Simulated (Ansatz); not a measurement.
H4InO3P (`OP(O)[O][InH2]`). The species carries charge 0 and has multiplicity 1. In takes the def2 core potential.

Z-matrix (Å, degrees):
```
In
O 1 2.107
O 1 2.321 2 65.2
P 1 2.991 2 29.7 3 -7.6
H 1 1.706 2 111.0 3 -96.7
H 1 1.707 2 109.7 3 99.6
H 3 0.962 1 136.4 2 -138.3
O 4 1.618 1 113.9 2 85.2
H 8 0.967 4 112.9 1 -17.1
```

Task: What are the harmonic wavenumbers in cm⁻¹ at PBE0-D4/def2-TZVP (Ansatz, finite differences of forces, unscaled)? (An estimate is asked.)

Result: Computed: 73, 187, 225, 259, 294, 316, 393, 423, 470, 541, 549, 606, 621, 853, 963, 969, 1039, 1868, 1878, 3783, 3863.

Task: Is this a minimum?

Result: Yes, all 21 modes are real.

Task: Give the ideal-gas thermochemistry at 298.15 K and 1 bar (rigid rotor, harmonic oscillator; point group C1, symmetry number 1).

Result: Zero-point energy 120.7 kJ/mol; H(298) − E = 143.5 kJ/mol; entropy 366.2 J/(mol·K), of which translation 174.8, rotation 117.2, vibration 74.2; G(298) − E = 34.3 kJ/mol. Modes under 100 cm⁻¹ are hindered rotations or soft bends, so the harmonic entropy is rough.

Task: And at 400, 500, 600, 800 and 1000 K?

Result: 
| T (K) | H − E (kJ/mol) | S (J/mol/K) | G − E (kJ/mol) |
| --- | --- | --- | --- |
| 400 | 156.8 | 404.4 | -5.0 |
| 500 | 171.3 | 436.6 | -47.1 |
| 600 | 186.7 | 464.9 | -92.2 |
| 800 | 219.8 | 512.3 | -190.1 |
| 1000 | 254.7 | 551.2 | -296.5 |
